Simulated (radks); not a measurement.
Problem. These are the eigenvalues of the occupied orbitals of an atom or ion with whole-number occupations (eV). Method: Dirac Kohn-Sham, BLYP, spin-unpolarised, spherical densities, finite nucleus; Fermi nuclear charge, rms radius of each element as measured or else 0.836 A^(1/3) + 0.57 fm; computed with a radial shooting solver on a logarithmic mesh with Libxc functionals.

| orbital | eigenvalue |
|---|---|
| 1s1/2 | -39632.45 |
| 2s1/2 | -8194.018 |
| 2p1/2 | -7880.565 |
| 2p3/2 | -7489.803 |
| 3s1/2 | -3163.940 |
| 3p1/2 | -3048.868 |
| 3p3/2 | -2952.047 |

Which element is it, and in what charge state? The configuration may be excited. Open shells, if any, fill j = l - 1/2 first.

Solution. Z = 56, barium, charge +40: Ba40+ in [Ne] 3s2 3p4. The list shows which subshells hold electrons but not how many an open one holds; the 1s level, -1456.5 hartree, gives Z - s = 54.0 by -(Z - s)^2/2, which with screening and relativity narrows Z to a few neighbours, and the depths of the outer levels then fix element, charge and occupations together.
